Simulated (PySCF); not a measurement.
## Radial density of Cr²⁺ (chromium, charge +2)

UHF, [Ar] 3d4, high-spin 5D determinant. All numbers are calculated (PySCF 2.14, scalar relativity by spin-free X2C-1e, in x2c-SVPall (5s3p3d1f, 36 functions)).

| r (bohr) | 4πr²ρ (e/bohr) | 4πr²(ρα − ρβ) |
| --- | --- | --- |
| 0.00102 | 0.1493 | 0.0000 |
| 0.00172 | 0.4075 | 0.0000 |
| 0.00289 | 1.058 | 0.0000 |
| 0.00486 | 2.558 | 0.0000 |
| 0.00818 | 5.905 | 0.0000 |
| 0.0138 | 12.30 | 0.0000 |
| 0.0231 | 21.61 | 0.0000 |
| 0.0389 | 28.48 | 0.0002 |
| 0.0655 | 25.50 | 0.0013 |
| 0.110 | 22.31 | 0.0132 |
| 0.185 | 31.03 | 0.1329 |
| 0.312 | 21.64 | 0.7293 |
| 0.524 | 10.29 | 2.3059 |
| 0.882 | 12.88 | 3.2184 |
| 1.48 | 4.154 | 1.7552 |
| 2.49 | 0.3523 | 0.2777 |
| 4.20 | 0.009515 | 0.0095 |
| 7.06 | 1.026e-05 | 0.0000 |

Densities and radii are taken from the X2C orbitals without a picture-change correction, which distorts them close to the nucleus.
